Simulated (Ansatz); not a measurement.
One change: `O[SiH](F)F` becomes `O[SiH2][SiH](O)F`.

Ansatz, PBE0-D4/def2-TZVP geometries, multiplicity 1. Each molecule was computed in one conformer, which needn't be the lowest.

```json
{"property": "HOMO energy (PBE0/def2-TZVPP) / eV", "`O[SiH](F)F`": "-10.36"}
{"property": "HOMO–LUMO gap (PBE0/def2-TZVPP) / eV", "`O[SiH](F)F`": "10.92"}
{"property": "size of the dipole moment (ωB97M-V/def2-TZVPP) / D", "`O[SiH](F)F`": "1.20"}
{"property": "LUMO energy (PBE/def2-TZVPP) / eV", "`O[SiH](F)F`": "-0.34"}
{"property": "LUMO energy (B3LYP/def2-TZVPP) / eV", "`O[SiH](F)F`": "0.16"}
{"property": "HOMO energy (PBE/def2-TZVPP) / eV", "`O[SiH](F)F`": "-8.51"}
```

Give the same properties after the change, and the shifts. (Estimate.)

Computed: 
| property | `O[SiH2][SiH](O)F` | shift |
| --- | --- | --- |
| HOMO energy (PBE0/def2-TZVPP) / eV | -8.06 | 2.30 |
| HOMO–LUMO gap (PBE0/def2-TZVPP) / eV | 7.24 | -3.68 |
| size of the dipole moment (ωB97M-V/def2-TZVPP) / D | 3.08 | 1.88 |
| LUMO energy (PBE/def2-TZVPP) / eV | -1.67 | -1.33 |
| LUMO energy (B3LYP/def2-TZVPP) / eV | -1.04 | -1.20 |
| HOMO energy (PBE/def2-TZVPP) / eV | -6.79 | 1.72 |

With PBE0 the HOMO rises by 2.30 eV and the LUMO falls by 1.38 eV, so the gap narrows by about 3.68 eV. PBE moves the HOMO by 1.72 eV and ωB97M-V by 2.73 eV. The zero-point energy changes by 75.9 kJ/mol with +12 modes. Dipoles are sizes alone; their direction can turn.

B3LYP here is the variant with VWN-RPA as its local correlation; programs differ in this.
